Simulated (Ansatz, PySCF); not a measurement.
Gas-phase reaction in SMILES: BO (H3BO) -> [BH2] (BH2) + [OH] (HO) (the B-O bond at the site shown breaks; other sites are not compared here)
Structures are relaxed separately at B3LYP-D3(BJ)/def2-TZVP in Ansatz (a first-principles code), one conformer each, not searched for the lowest. Frequencies are from Ansatz or PySCF.

Property: bond dissociation energy (enthalpy at 298 K, with B3LYP-D3(BJ) rigid-rotor harmonic-oscillator terms), in kcal/mol. Correlated levels leave the core frozen unless marked. UHF or UKS for open shells. No spin-orbit coupling. Non-relativistic. CBS marks a two-point X^-3 extrapolation of the correlation energy; Hartree-Fock from the larger set.

Level to compare with: CCSD(T)/CBS(aug-cc-pVTZ,aug-cc-pVQZ) (Ansatz), 152.1 kcal/mol. It is a level with limits of its own, and the differences hold the functionals' basis error too.

Q: Rank these functionals by how close they come to CCSD(T)/CBS(aug-cc-pVTZ,aug-cc-pVQZ), closest first: BHLYP/def2-TZVPD (Ansatz); CAM-B3LYP/def2-TZVPD (Ansatz); wB97M-V/def2-TZVPD (Ansatz); BLYP/def2-TZVPD (Ansatz).

A: wB97M-V/def2-TZVPD (range-separated hybrid meta-GGA with VV10, 152.6 kcal/mol, difference 0.5), CAM-B3LYP/def2-TZVPD (range-separated hybrid, 149.8 kcal/mol, difference -2.3), BLYP/def2-TZVPD (GGA, 147.4 kcal/mol, difference -4.7), BHLYP/def2-TZVPD (global hybrid, 142.4 kcal/mol, difference -9.7)
